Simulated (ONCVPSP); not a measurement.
## Sr (Z = 38): excitation energies, all-electron against ONCV

- Element: strontium (Sr)
- Generator: ONCVPSP 4.0.1
- Type: optimised norm-conserving Vanderbilt (ONCV)
- Functional: PBEsol
- Relativity: fully relativistic
- Frozen core: [Ar] 3d10 4s2
- Valence charge: 8
- Reference configuration: 4p6 5s1 (charge +1)
- Partial waves: 5s: rc 3.05 bohr, ncon 5, nbas 9, qcut 2 1/bohr, 3 projectors, debl 2.8 Ha; 4p: rc 2.05 bohr, ncon 5, nbas 9, qcut 6.4 1/bohr, 3 projectors, debl 2.5 Ha; d scattering state at 0.31 Ha: rc 3.05 bohr, ncon 4, nbas 8, qcut 3.3 1/bohr, 1 projector
- Local potential: polynomial inside 1.90 bohr (lpopt 5, dvloc0 4 Ha)
- Core correction: Teter function fitted to the true core (icmod 2), fcfact 0.3

Open shells are filled in proportion to 2j + 1.

In the d channel the program set the typed energies aside and used -0.249 Ha (j = l + 1/2; the other j can differ).

Energies are relative to the spin-unpolarised reference configuration 4p6 5s1; without spin polarisation the order of configurations can differ from experiment.

```json
{"valence configuration": "4p6 5s2", "charge": "0", "ΔE all-electron (eV)": "-5.896", "error AE − PS (meV)": "+2.3"}
{"valence configuration": "4p6 5s0", "charge": "+2", "ΔE all-electron (eV)": "10.895", "error AE − PS (meV)": "+12"}
{"valence configuration": "4p6 5s1.5", "charge": "+0.5", "ΔE all-electron (eV)": "-3.550", "error AE − PS (meV)": "+0.8"}
```

(1) What are ΔE and the potential's error for 4p6 5s1 5p1?

## Answers

(1) ΔE = -3.583 eV all-electron; the error (AE − PS) is -0.6 meV.
